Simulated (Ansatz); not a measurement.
The cluster Zr₃⁻. Total charge -1; quartet. Geometry r2SCAN-D4/def2-TZVPD; atoms count from 1.

Cartesian coordinates in Å:
```
Zr 0.854 1.183 -0.440
Zr -0.053 -0.396 1.470
Zr -0.801 -0.787 -1.031
```

In the def2 sets Zr takes a core potential; there is no spin–orbit coupling. The charge -1 quartet is spin-contaminated (final ⟨S²⟩ up to 4.92, 3.75 for a pure state). The structure comes from a short search, and lower isomers may exist.

Estimate the Mulliken populations from the PBE0/def2-TZVPD orbitals of Ansatz.


```tsv
atom	charge (e)	spin (α − β)	d electrons
Zr1	-0.33	1.00	2.78
Zr2	-0.33	1.00	2.78
Zr3	-0.33	1.00	2.78
```
Mulliken values depend strongly on the basis. With diffuse functions, as here, like atoms can get unlike values, and bond orders can come out too low or too high.

Where does the spin sit?

Summed by element: Zr 3.00, of 3 unpaired in all. Largest on single atoms: Zr2 1.00, Zr3 1.00, Zr1 1.00.

And the Mayer bond orders between heavy atoms (over 0.3)?

Zr1–Zr2 2.71 (2.64 Å); Zr1–Zr3 2.71 (2.64 Å); Zr2–Zr3 2.71 (2.64 Å).
